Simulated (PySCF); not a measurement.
C₁₀H₈S, SMILES c1ccc(-c2cccs2)cc1. Atoms are numbered in the order given.

```xyz
19

C      0.0818    -3.5096     0.0000
C      1.2352    -2.7195     0.0000
C      1.1372    -1.3285     0.0000
C     -0.1182    -0.6868     0.0000
C     -0.2335     0.7728     0.0000
C     -1.3755     1.5588     0.0000
C     -1.1065     2.9526     0.0000
C      0.2410     3.2313     0.0000
S      1.1835     1.7917     0.0000
C     -1.2724    -1.4980     0.0000
C     -1.1715    -2.8882     0.0000
H      0.1583    -4.6004     0.0000
H      2.2229    -3.1896     0.0000
H      2.0522    -0.7281     0.0000
H     -2.3844     1.1430     0.0000
H     -1.8787     3.7245     0.0000
H      0.7334     4.2038     0.0000
H     -2.2620    -1.0349     0.0000
H     -2.0830    -3.4932     0.0000
```

Geometry: r2SCAN-D4/def2-SVP. A frequency run showed that this geometry is not a minimum. The values are those of a single conformer.

Calculation: PySCF with CAM-B3LYP/def2-SVP.

ESP charges are fitted to the potential on shells at 1.4 to 2.0 van der Waals radii. Atomic charges (e):

```
atom  ESP fit  Löwdin  Mulliken  meta-Löwdin
----  -------  ------  --------  -----------
C1      -0.20   -0.03      0.01        -0.11
C2          ?   -0.02      0.02        -0.10
C3      -0.18   -0.03     -0.06        -0.11
C4       0.22   -0.03      0.15         0.01
C5          ?   -0.17     -0.12        -0.10
C6          ?   -0.07      0.00        -0.14
C7          ?   -0.07      0.03        -0.13
C8      -0.11   -0.19     -0.08        -0.23
S9       0.00    0.43      0.10         0.24
C10     -0.27   -0.02     -0.05        -0.10
C11         ?   -0.02      0.02        -0.10
H12      0.14    0.03     -0.01         0.10
H13      0.12    0.03     -0.01         0.10
H14      0.13    0.02      0.00         0.10
H15         ?    0.03     -0.01         0.11
H16         ?    0.03      0.00         0.11
H17         ?    0.03      0.04         0.12
H18      0.14    0.03     -0.02         0.10
H19      0.11    0.03     -0.01         0.10
```

Question: Fill in the missing entries. (Estimate from the structure and the level; the computed values follow.)

Answer: 
- C2, ESP fit: -0.09
- C5, ESP fit: -0.13
- C6, ESP fit: -0.01
- C7, ESP fit: -0.30
- C11, ESP fit: -0.04
- H15, ESP fit: 0.11
- H16, ESP fit: 0.18
- H17, ESP fit: 0.17

Computed Mayer and Wiberg (Löwdin basis) orders of the bonds:
```
bond     Mayer  Wiberg
-------  -----  ------
C1–C2     1.39    1.46
C2–C3     1.41    1.48
C3–C4     1.35    1.39
C4–C5     1.06    1.11
C5–C6     1.56    1.57
C6–C7     1.26    1.32
C7–C8     1.57    1.65
C5–S9     1.14    1.26
C8–S9     1.16    1.32
C4–C10    1.37    1.38
C1–C11    1.38    1.45
C10–C11   1.41    1.49
C1–H12    0.99    0.94
C2–H13    0.98    0.93
C3–H14    0.98    0.93
C6–H15    0.98    0.93
C7–H16    0.99    0.94
C8–H17    0.97    0.97
C10–H18   0.99    0.93
C11–H19   0.98    0.93
```
